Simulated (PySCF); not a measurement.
# Vertical excitation energies

BH9Si3.
SMILES: `B[SiH2][SiH2][SiH3]`

Method used: TDDFT CAM-B3LYP/def2-SVPD, vertical, gas phase, core orbitals frozen in the response in PySCF 2.14.0, density-fitted response routines. Isolated species at its PBE0-D3(BJ)/def2-SVP geometry (one conformer only). Torsions of this conformer, `[BH2:1][SiH2:2][SiH2:3][SiH3:4]`: B1–Si2–Si3–Si4 -62°.

```csv
state,E (eV),E (hartree),f,|μ| (D),"main configurations (H = HOMO, L = LUMO)"
S1,4.15,0.1524,0.037,1.53,"H→L (52%), H-1→L (29%), H-2→L (13%)"
S2,5.15,0.1894,0.048,1.57,"H→L (44%), H-1→L (40%), H-2→L (11%)"
S3,5.45,0.2004,0.0026,0.36,"H-3→L (63%), H-7→L (18%)"
S4,5.94,0.2182,0.040,1.33,"H-2→L (63%), H-1→L (26%)"
S5,6.84,0.2513,0.063,1.56,"H-7→L (27%), H→L+1 (20%), H-4→L (18%)"
S6,6.90,0.2535,0.127,2.20,"H→L+1 (47%), H→L+4 (10%), H-7→L (10%)"
S7,7.01,0.2577,0.048,1.35,"H→L+3 (47%), H→L+4 (12%), H→L+5 (12%)"
S8,7.13,0.2618,0.0084,0.56,"H-4→L (57%), H-7→L (20%), H-3→L (8%)"
S9,7.31,0.2685,0.039,1.19,"H→L+2 (54%), H→L+3 (18%)"
S10,7.42,0.2728,0.0020,0.27,H-1→L+1 (57%)
```

Triplets (Tamm–Dancoff): T1 3.32 eV, H→L (55%), H-1→L (29%), H-2→L (11%); T2 4.65 eV, H→L (40%), H-2→L (28%), H-1→L (24%); T3 4.82 eV, H-3→L (55%), H-7→L (25%); T4 5.65 eV, H-2→L (46%), H-1→L (41%).

The lowest singlet comes at 299 nm (400 kJ/mol) in the ultraviolet; it is of moderate strength; its leading configuration is HOMO→LUMO (52%). The most intense listed level is S6 at 6.90 eV (180 nm, f = 0.127), 2.75 eV above S1. Löwdin shares by element: HOMO silicon 70%, boron 12% (atoms not listed hold the other 18%); LUMO boron 50%, silicon 25% or more, hydrogen 9% or more (atoms not listed hold the other 16%). Of the 10 states listed, 7 reach f = 0.01 and none stays under 0.0005. Weighted by f, the mean energy of these states is 6.40 eV. The oscillator strengths of these states sum to 0.415; summed over the whole spectrum of an exact calculation they would give the number of electrons, 56 (Thomas–Reiche–Kuhn). The vertical ionisation energy (ΔSCF) is 9.67 eV, 2.24 eV above S10. Singlets were solved by full linear response, triplets in the Tamm–Dancoff approximation.
